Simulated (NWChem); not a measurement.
C2H9NSi; SMILES CNC[SiH3]

```xyz
13

C      0.7023    -1.8730     0.1410
N     -0.5259    -1.2632    -0.3364
C     -0.8815     0.0014     0.3016
Si     0.2402     1.5295    -0.0506
H      0.8883    -2.8172    -0.4095
H      0.5945    -2.1369     1.2156
H      1.6251    -1.2415     0.0548
H     -0.4904    -1.1459    -1.3558
H     -1.9146     0.2846    -0.0005
H     -0.9345    -0.1547     1.4026
H      0.3192     1.7405    -1.5419
H      1.6461     1.3600     0.4613
H     -0.3403     2.7696     0.5801
```
Atoms are numbered in this order, from 1.

Computed with NWChem. Pople sets run with spherical d functions. All runs use the structure optimised with PBE-D3(BJ)/def2-SVP. B3LYP is NWChem's, with the RPA form of VWN correlation. Ions are spin-unrestricted doublets at the neutral geometry; other ion states weren't tried.

```tsv
level	vertical ionisation energy, ΔSCF (eV)	−ε(HOMO) (eV)	ΔSCF minus −ε(HOMO) (eV)
B3LYP/6-31+G*	[?]	[?]	[?]
PBE/6-31+G*	8.11	4.84	3.27
M06-2X/6-31+G*	8.46	7.45	1.01
LDA (Slater exchange, VWN5)/6-31+G*	8.24	4.91	3.33
PBE0/6-31+G*	8.25	6.16	2.09
```

### Question
Complete the blanks.

### Answer

- B3LYP/6-31+G*, vertical ionisation energy, ΔSCF (eV): 8.29
- B3LYP/6-31+G*, −ε(HOMO) (eV): 5.95
- B3LYP/6-31+G*, ΔSCF minus −ε(HOMO) (eV): 2.34
